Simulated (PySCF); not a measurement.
## Mayer bond orders and bond lengths

Species: C2H13NSi3.
SMILES with atom numbers: `[CH3:1][SiH2:2][Si@@H:3]([CH3:4])[SiH2:5][NH2:6]` (hydrogens: H7, H8, H9 on C1; H10, H11 on Si2; H12 on Si3; H13, H14, H15 on C4; H16, H17 on Si5; H18, H19 on N6)

Geometry (GFN2-xTB, Å), atoms numbered from 1 in this order:
```xyz
19
C2H13NSi3 angstrom
C     -1.5505   -2.0725    0.2493
Si    -1.8900   -0.2789   -0.2786
Si     0.1277    0.8038   -0.7127
C     -0.1466    2.6870   -0.5787
Si     1.9577    0.2621    0.6062
N      1.9425   -1.4647    0.6996
H     -2.4583   -2.5802    0.5611
H     -1.1199   -2.6460   -0.5668
H     -0.8488   -2.1092    1.0772
H     -2.8259   -0.3350   -1.4162
H     -2.6638    0.3562    0.8029
H      0.4815    0.5903   -2.1409
H     -0.4391    2.9723    0.4281
H      0.7551    3.2401   -0.8251
H     -0.9291    3.0223   -1.2526
H      3.2510    0.8088    0.1401
H      1.8595    0.6627    2.0158
H      1.9096   -1.9956   -0.1557
H      2.5776   -1.9142    1.3395
```

Bond orders from the PBE0/pcSseg-1 density (PySCF). Geometry: GFN2-xTB, one conformer, isolated molecule.

(1) Where do the orders between heavy atoms depart from those drawn in the SMILES?

(2) Give the Mayer order of every bond, beside its length.

(3) Sum the orders of all bonds at each heavy atom with more than one neighbour and set the sums beside the valence in the SMILES.

Answers

(1) The largest departure is 0.110, at Si2–Si3 (drawn single, 0.890).

(2) 
```json
{"bond": "C1–Si2", "drawn as": "single", "length (Å)": "1.900", "Mayer order": "0.961"}
{"bond": "Si2–Si3", "drawn as": "single", "length (Å)": "2.331", "Mayer order": "0.890"}
{"bond": "Si3–C4", "drawn as": "single", "length (Å)": "1.908", "Mayer order": "0.945"}
{"bond": "Si3–Si5", "drawn as": "single", "length (Å)": "2.320", "Mayer order": "0.908"}
{"bond": "Si5–N6", "drawn as": "single", "length (Å)": "1.729", "Mayer order": "1.010"}
{"bond": "C1–H7", "drawn as": "single", "length (Å)": "1.086", "Mayer order": "0.959"}
{"bond": "C1–H8", "drawn as": "single", "length (Å)": "1.086", "Mayer order": "0.960"}
{"bond": "C1–H9", "drawn as": "single", "length (Å)": "1.086", "Mayer order": "0.948"}
{"bond": "Si2–H10", "drawn as": "single", "length (Å)": "1.474", "Mayer order": "0.935"}
{"bond": "Si2–H11", "drawn as": "single", "length (Å)": "1.474", "Mayer order": "0.935"}
{"bond": "Si3–H12", "drawn as": "single", "length (Å)": "1.487", "Mayer order": "0.926"}
{"bond": "C4–H13", "drawn as": "single", "length (Å)": "1.087", "Mayer order": "0.957"}
{"bond": "C4–H14", "drawn as": "single", "length (Å)": "1.086", "Mayer order": "0.959"}
{"bond": "C4–H15", "drawn as": "single", "length (Å)": "1.086", "Mayer order": "0.960"}
{"bond": "Si5–H16", "drawn as": "single", "length (Å)": "1.479", "Mayer order": "0.873"}
{"bond": "Si5–H17", "drawn as": "single", "length (Å)": "1.469", "Mayer order": "0.929"}
{"bond": "N6–H18", "drawn as": "single", "length (Å)": "1.007", "Mayer order": "0.947"}
{"bond": "N6–H19", "drawn as": "single", "length (Å)": "1.007", "Mayer order": "0.949"}
```

(3) C1 3.828 (drawn 4), Si2 3.721 (drawn 4), Si3 3.669 (drawn 4), C4 3.821 (drawn 4), Si5 3.720 (drawn 4), N6 2.906 (drawn 3). Orders between atoms that aren't bonded are not in these sums.

The Mayer order sums products of elements of PS (density times overlap matrix) between the two atoms' basis functions, so it depends on the basis set.
